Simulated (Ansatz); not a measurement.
Total energies of `C1=Cc2cc3cc4cccc4ccc3c2=C1` from Ansatz at PBE0-D4/def2-SVP, gas phase (1 Eh = 27.2114 eV = 2625.5 kJ/mol). The reference geometry is relaxed at PBE-D4/def2-SVP.

| state | geometry | energy (Eh) |
| --- | --- | --- |
| charge 0 singlet | reference | -614.51090 |
| charge 1 doublet | reference | -614.25689 |
| charge -1 doublet | reference | -614.57852 |
| free C atom (triplet) | – | -37.76066 |
| free H atom (doublet) | – | -0.50029 |

**Question.** Work out the vertical ionisation energy to the doublet.

**Answer.** E(charge 1 doublet) − E(charge 0 singlet) = -614.25689 − (-614.51090) = 0.25401 Eh = 6.91 eV. For comparison, −ε of the highest occupied level is 5.55 eV at this level, 1.36 eV less.

**Question.** Work out the vertical electron affinity, to the doublet.

**Answer.** E(charge 0 singlet) − E(charge -1 doublet) = -614.51090 − (-614.57852) = 0.06762 Eh = 1.84 eV. The basis lacks diffuse functions, which makes affinities too small.

**Question.** Give the fundamental gap IE − EA, the Mulliken electronegativity (IE + EA)/2 and the hardness (IE − EA)/2.

**Answer.** From the values in Eh: IE − EA = 0.25401 − 0.06762 = 0.18639 Eh = 5.07 eV; (IE + EA)/2 = 4.38 eV; (IE − EA)/2 = 2.54 eV. The HOMO–LUMO gap of the same run is 2.42 eV, 2.65 eV smaller than the fundamental gap.

**Question.** What is the binding energy per atom against free atoms?

**Answer.** Atoms: 16 × (-37.76066) + 10 × (-0.50029) = -609.17346 Eh. Binding: -609.17346 − (-614.51090) = 5.33744 Eh = 145.24 eV, or 5.59 eV for each of 26 atoms (no zero-point energy, no counterpoise term).

The restricted singlet is unstable towards broken spin symmetry in Hartree–Fock (as tested in another run); at PBE0-D4/def2-SVP this wasn't settled. At PBE0-D4/def2-SVP the charge 1 doublet is spin-contaminated (final ⟨S²⟩ up to 0.93, 0.75 for a pure state).
